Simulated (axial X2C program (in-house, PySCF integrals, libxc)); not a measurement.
# Outer orbitals of WBr⁺ at 2.300 Å, HF

Computed with an in-house all-electron X2C program for linear molecules (integrals from PySCF). Spin-free means the one-electron spin-free X2C Hamiltonian; two-component (2c) means X2C with spin–orbit coupling and atomic mean-field two-electron Coulomb and Gaunt terms, so the difference of the two also holds small scalar two-electron terms. Basis: W dyall-cv3z [13s14p9d7f4g], Br dyall-cv3z [8s9p6d4f1g] (cores contracted in-house); Gaussian nuclei, density fitting, unrestricted open shells. Masses: W 183.951 u, Br 78.918 u.

The distance is close to the 2c PBE0 minimum; the highest filled and lowest empty levels are listed.

Spin-free orbitals, state M_S = 2, Λ = 1 (beyond evenly filled blocks: σα, π+α, δ+α, δ-α) (Löwdin shares):

| symmetry | occupied | ε (eV) | atomic character |
| --- | --- | --- | --- |
| σβ | yes | -33.59 | 71% Br s, 9% W d, 9% W p |
| σα | yes | -33.13 | 70% Br s, 10% W d, 9% W p |
| σα | yes | -19.18 | 55% Br p, 35% W d, 4% Br s |
| π+α | yes | -19.03 | 64% W d, 32% Br p |
| σβ | yes | -18.78 | 76% Br p, 10% W d, 6% W s |
| δ+α | yes | -17.85 | 100% W d |
| δ-α | yes | -17.38 | 100% W d |
| π-β | yes | -17.24 | 77% Br p, 10% W d, 6% W f |
| π+β | yes | -17.24 | 77% Br p, 10% W d, 6% W f |
| π-α | yes | -17.00 | 67% Br p, 21% W d, 5% W f |
| σα | yes | -16.33 | 49% W s, 34% W d, 16% Br p |
| π+α | yes | -15.42 | 49% Br p, 36% W d, 7% W p |
| π-α | no | -6.03 | 72% W d, 12% W p, 10% Br p |
| σα | no | -5.98 | 42% W p, 29% W s, 17% W d |
| σβ | no | -5.43 | 73% W s, 23% W p |
| π+α | no | -3.87 | 88% W p, 4% W d, 3% Br p |

Spinors with spin–orbit coupling (state Ω = 1):

| ω | occupied | ε (eV) | atomic character | λ mixture |
| --- | --- | --- | --- | --- |
| -1/2 | yes | -33.62 | 71% Br s, 9% W d, 9% W p | 100% σ |
| 1/2 | yes | -33.14 | 70% Br s, 10% W d, 9% W p | 100% σ |
| 1/2 | yes | -19.20 | 57% Br p, 34% W d, 4% Br s | 99% σ, 1% π |
| -1/2 | yes | -19.20 | 62% W d, 33% Br p | 91% π, 9% σ |
| -1/2 | yes | -18.81 | 76% Br p, 12% W d, 5% W s | 90% σ, 10% π |
| -3/2 | yes | -18.21 | 98% W d | 96% δ, 4% π |
| 1/2 | yes | -17.50 | 74% Br p, 13% W d, 5% W f | 96% π, 4% σ |
| -3/2 | yes | -17.06 | 75% Br p, 12% W d, 6% W f | 97% π, 3% δ |
| 5/2 | yes | -17.01 | 100% W d | 100% δ |
| 3/2 | yes | -16.84 | 66% Br p, 21% W d, 5% W f | 100% π |
| 1/2 | yes | -16.29 | 48% W s, 32% W d, 18% Br p | 96% σ, 4% π |
| -1/2 | yes | -15.60 | 48% Br p, 36% W d, 8% W p | 98% π, 2% σ |
| 1/2 | no | -5.94 | 42% W p, 29% W s, 17% W d | 99% σ, 1% π |
| 3/2 | no | -5.89 | 72% W d, 12% W p, 11% Br p | 100% π |
| -1/2 | no | -5.45 | 72% W s, 24% W p | 98% σ, 2% π |
| -1/2 | no | -4.04 | 79% W p, 8% W d, 3% Br p | 92% π, 8% σ |

How does the gap between the highest filled and lowest empty level change from the spin-free to the 2c table?

From 9.39 to 9.66 eV at HF, a change of 0.27 eV.

Mulliken charges and populations of the two-component result (they depend on the basis, above all on diffuse functions):

W 0.89 e (s 10.68 p 24.21 d 24.14 f 14.07 g 0.01), Br 0.11 e (s 7.93 p 16.92 d 10.04 f 0.01). ⟨Lz⟩ = -0.97 ħ and ⟨Sz⟩ = 1.97 ħ (2.08 and -0.10 on the two atoms), which add up to Ω.

The state is one determinant whose occupation by symmetry is held fixed; it was picked as the lowest of a PBE0 search that is not exhaustive. With several unpaired electrons one determinant need not be a pure state. Open-shell Ω = 0 determinants with evenly filled partner blocks cannot be reached by this program, so the Ω shown need not be the lowest component. The determinant is spin-polarised beyond a pure state at some levels (its spin-free form has ⟨S²⟩ too high), which makes Re and μ there less reliable. The stretched end of a curve changes character and is left out.
